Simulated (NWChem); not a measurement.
Species: BBrF$_{2}$; SMILES FB(F)Br

```xyz
4

B      0.0000     0.0000     0.9259
F      0.0000    -1.1289     1.5898
F      0.0000     1.1289     1.5898
Br     0.0000     0.0000    -0.9756
```
Atoms are numbered in this order, from 1.

All runs: NWChem. Structure relaxed at the PBE0/def2-SVP level. Vzz is the largest principal value of the second derivative of the potential at the nucleus (NWChem prints the opposite sign); η is the asymmetry. Non-relativistic.

Task: Order these runs by computing time, cheapest first, and give rough ratios: PBE0/cc-pVTZ; Hartree-Fock/def2-TZVP; PBE0/def2-SVP.

Result: PBE0/def2-SVP (1), Hartree-Fock/def2-TZVP (4), PBE0/cc-pVTZ (20). Ratios are rough, from one shared machine; the cheapest took about 7 core-seconds (a rough figure). What differs between the cheapest and the dearest: Vzz B1 (a.u.) 0.256 → 0.295; η B1 0.01 → 0.11; Vzz Br4 (a.u.) 4.660 → 4.412; η Br4 0.37 → 0.39.
